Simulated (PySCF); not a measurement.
**Br²⁺: ionisation energy**

Br²⁺ [Ar] 3d10 4s2 4p3 (4S) → Br³⁺ [Ar] 3d10 4s2 4p2 (3P), as a difference of total energies. Calculation: PySCF 2.14, in aug-cc-pVDZ-PP with ECP10MDF (5s4p3d, 32 functions); a scalar-relativistic core potential. Correlated levels: valence: 3s2 3p6 3d10 frozen. The calculations carry no spin-orbit coupling.

```
           method  ionisation energy (eV)
              UHF                  34.625
             TPSS                  35.101
             MN15                  34.833
SCS-MP2 (valence)                  34.861
CCSD(T) (valence)                  34.939
```

**Question.** Estimate what CCSD (valence) gives.

**Answer.** 34.935 eV, closest to CCSD(T) (valence) among the rows shown.

**Question.** Estimate what MP2 (valence) gives.

**Answer.** 34.984 eV, closest to CCSD(T) (valence) among the rows shown.

The reference lies between the lowest fine-structure levels, while these numbers refer to the centres of the terms.

Errors of the correlated levels include the incompleteness of this basis and the frozen core.

For comparison: 34.871 ± 0.019 eV (measured; NIST Atomic Spectra Database, ionization energies).
